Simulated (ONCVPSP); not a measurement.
Which setting gave this result? (Sm (Z = 62), ONCV)

Base potential:

| Item | Value |
| --- | --- |
| Element | Sm |
| Generator | ONCVPSP 4.0.1 |
| Type | optimised norm-conserving Vanderbilt (ONCV) |
| Functional | Wu-Cohen |
| Relativity | scalar-relativistic |
| Frozen core | [Kr] 4d10 4f5 |
| Valence charge | 11 |
| Reference configuration | 5s2 5p6 5d1 6s1.75 6p0.25 |
| Partial waves | 5s+6s: rc 2.45 bohr, ncon 5, nbas 8, qcut 5.3 1/bohr, 2 projectors; 5p+6p: rc 2.35 bohr, ncon 4, nbas 8, qcut 5.8 1/bohr, 2 projectors; 5d: rc 2.85 bohr, ncon 4, nbas 9, qcut 4.5 1/bohr, 3 projectors, debl 0.7 Ha |
| Local potential | polynomial inside 2.35 bohr (lpopt 3, dvloc0 0 Ha) |
| Core correction | Teter function, fcfact 3.5, rcfact 1.2 |

Cutoffs, loose and tight: the cutoffs (Ha) at which the residual kinetic energy of the hardest occupied pseudo-wave falls to 1 and 0.1 mHa per electron. They do not see the model core or the augmentation charge, which bear on the density cutoff. Test errors are all-electron minus pseudo excitation energies from the reference, over the configurations 5s2 5p6 5d1 6s2 6p0; 5s2 5p6 5d1 6s1 6p0; 5s2 5p6 5d1 6s0 6p0; 5s2 5p6 5d2 6s1 6p0; variants that change the core or the reference have their own tests.

Only the scale of all radii but the core radius (base = 1) is moved:

```
scale of all radii but the core radius (base = 1)  cutoff, loose  cutoff, tight  bound ghosts  largest test error (meV)
                                              0.8          14 Ha          38 Ha          none                      -6.4
                                             0.92          12 Ha          15 Ha          none                      -6.7
                                             1.07         9.4 Ha          11 Ha          none                      -5.5
                                             1.19         7.8 Ha          10 Ha          none                      -3.1
                                             1.28         7.2 Ha         9.5 Ha          none                      -3.2
```

Q: One more run gave cutoff, loose: 11 Ha; cutoff, tight: 13 Ha; bound ghosts: none; largest test error (meV): -6.4. Which value of the scale of all radii but the core radius (base = 1) was used?

A: 0.98. The loose cutoff moves one way along this sweep, from 14 Ha at 0.8 to 7.2 Ha at 1.28, which places the run between 0.92 and 1.07.
